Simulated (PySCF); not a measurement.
A structure optimised at B3LYP-D3(BJ)/def2-SVP, used in a PySCF frequency run:

```xyz
4

F     -0.0844     1.6074     0.0000
C      0.3174     0.3479     0.0000
Cl    -0.0337    -0.4869     1.4802
Cl    -0.0337    -0.4869    -1.4802
```
Charge 0, spin multiplicity 2.

Task: Write its SMILES, formula and point group.

Result: F[C](Cl)Cl, CCl2F, Cs

Task: What are its rotational constants (standard atomic weights)?

Result: 7.3487, 3.2238, 2.2695 GHz
